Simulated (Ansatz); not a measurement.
A nudged elastic band was laid between two geometries of CH$_{4}$BCl$_{2}$FO (10 atoms, charge 0, multiplicity 1).

These are results of RHF/def2-SVP in Ansatz 0.2.0, not measurements.

```yaml
movable_images: 7
climbing_image: yes
spring: 0.5 eV/Å²
optimiser: quadratic models (default)
start_path: through a guess of the saddle point
force_threshold: 0.05 eV/Å
iteration_limit: 60
end_points: relaxed
```

Initial state:

```xyz
10
Properties=species:S:1:pos:R:3
B 0.006 -0.132 0.238
Cl 0.188 0.924 1.718
Cl 1.510 -0.234 -0.810
F -1.119 0.039 -0.462
O -0.181 -1.611 0.888
C -0.340 -2.784 0.084
H 0.612 -3.062 -0.356
H -0.735 -3.575 0.715
H -1.057 -2.530 -0.687
H 0.355 -1.737 1.663
```

Final state:

```xyz
10
Properties=species:S:1:pos:R:3
B 0.064 -0.500 -0.898
Cl 0.659 -1.034 3.501
Cl 0.697 1.139 -0.777
F -0.321 -0.944 -2.071
O -0.020 -1.258 0.189
C -0.510 -2.584 0.188
H 0.255 -3.265 -0.185
H -0.749 -2.842 1.215
H -1.402 -2.669 -0.430
H 0.567 -0.745 2.261
```

(1) Which bonds break or form, and what moves?

(2) Give the energies along the band, and the barrier.

(3) What is the geometry of the highest image?

Answers

(1) Bonds broken: B1–Cl2, O5–H10. Bonds formed: Cl2–H10. CH4BCl2FO becomes CH3BClFO + ClH.

(2) It converged. The highest image is number 4 of 0 to 8, 1.18 eV above the first end and 1.56 eV above the last; the last end lies 0.38 eV below the first. The profile has 2 maxima (images 1, 4) with wells between them (image 2): this band takes more than one step, which may be the mechanism or a detour left from its start path. Neighbouring images differ by up to 1.4 eV, so the band resolves the path poorly. Another band between the same ends (7 images) ends at a top of the same energy, where a vibrational analysis finds 1 clearly imaginary mode. The orbitals stay closed-shell, which can raise the energy where a bond breaks towards radicals; this wasn't checked here.

```
image  path coordinate (Å)  energy (eV)  B1–Cl2 (Å)  O5–H10 (Å)  Cl2–H10 (Å)
    0                 0.00         0.00        1.83        0.95         2.67
    1                 1.15         0.03        1.83        0.95         2.60
    2                 2.29         0.00        1.83        0.95         2.57
    3                 3.45         0.05        1.84        0.95         2.49
    4                 4.60         1.18        2.52        1.10         1.67
    5                 5.62        -0.26        3.26        2.11         1.28
    6                 6.63        -0.35        3.91        2.39         1.27
    7                 7.65        -0.37        4.31        2.25         1.28
    8                 8.67        -0.38        4.47        2.21         1.28
```

(3) 
```xyz
10
Properties=species:S:1:pos:R:3
B 0.068 -0.320 -0.143
Cl 0.178 -0.071 2.357
Cl 1.283 0.753 -0.793
F -1.189 -0.200 -0.455
O 0.484 -1.641 0.285
C -0.394 -2.771 0.131
H 0.169 -3.645 0.437
H -1.271 -2.633 0.756
H -0.674 -2.848 -0.914
H 0.585 -1.326 1.331
```

Run time: 4.9 min on 2 threads of Arm Neoverse V2, with other jobs on the host, peak memory 0.26 GiB.
